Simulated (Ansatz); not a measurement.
A nudged elastic band was laid between two geometries of GaH4NO (7 atoms, charge 0, multiplicity 1).

The calculation used Ansatz, RKS B3LYP/def2-SVP.

| Quantity | Value |
| --- | --- |
| movable images | 5 |
| climbing image | yes |
| spring | 5.0 eV/Å² |
| optimiser | quadratic models (default) |
| start path | through a guess of the saddle point |
| force threshold | 0.05 eV/Å |
| iteration limit | 60 |
| end points | relaxed |

Image 0:

```xyz
7
Properties=species:S:1:pos:R:3
Ga 0.376 0.102 -0.063
O 0.622 -0.310 1.668
H -0.174 -0.564 2.152
H 1.624 0.518 -0.885
N -1.309 0.009 -0.745
H -2.139 -0.262 -0.228
H -1.527 0.225 -1.712
```

Image 6:

```xyz
7
Properties=species:S:1:pos:R:3
Ga 0.368 0.019 -1.468
O 0.847 0.367 0.925
H -0.047 -0.060 0.880
H 1.445 -0.306 1.280
N -1.312 -0.168 -0.468
H -2.030 -0.807 -0.817
H -1.799 0.674 -0.144
```

Question: Which bonds break or form, and what moves?

Answer: Bonds broken: Ga1–O2, Ga1–H4. Bonds formed: O2–H4. GaH4NO becomes GaH2N + H2O.

Question: Give the energies along the band, and the barrier.

Answer: It converged. The highest image is number 2 of 0 to 6, 2.36 eV above the first end and 1.87 eV above the last; the last end lies 0.50 eV above the first. Neighbouring images differ by up to 2.3 eV, so the band resolves the path poorly. A vibrational analysis at the climbing image gives one clearly imaginary mode, 1292i cm⁻¹: a first-order saddle point. The orbitals stay closed-shell, which can raise the energy where a bond breaks towards radicals; this wasn't checked here.

| image | path coordinate (Å) | energy (eV) | Ga1–O2 (Å) | Ga1–H4 (Å) | O2–H4 (Å) |
| --- | --- | --- | --- | --- | --- |
| 0 | 0.00 | 0.00 | 1.80 | 1.55 | 2.87 |
| 1 | 1.27 | 0.10 | 1.80 | 1.55 | 2.78 |
| 2 | 2.55 | 2.36 | 1.99 | 1.62 | 1.50 |
| 3 | 3.81 | 0.58 | 2.45 | 2.74 | 0.97 |
| 4 | 5.07 | 0.56 | 2.44 | 2.89 | 0.97 |
| 5 | 6.33 | 0.56 | 2.42 | 3.19 | 0.97 |
| 6 | 7.60 | 0.50 | 2.47 | 2.97 | 0.97 |

Question: What is the geometry of the highest image?

Answer: 
```xyz
7
Properties=species:S:1:pos:R:3:forces:R:3
Ga 0.263 0.265 -0.509 0.00 0.00 0.00
O 0.638 0.039 1.435 0.00 0.00 0.00
H 0.534 -0.836 1.851 0.00 0.00 0.00
H 1.643 0.101 0.328 0.00 0.00 0.00
N -1.497 -0.020 -0.911 0.00 0.00 0.00
H -2.206 0.010 -0.180 0.00 0.00 0.00
H -1.902 0.159 -1.825 0.00 0.00 0.00
```

Run time: 5.3 min on 1 thread of AMD EPYC 7R43 64-Core Processor (Zen 3) (shared host), peak memory 0.17 GiB.
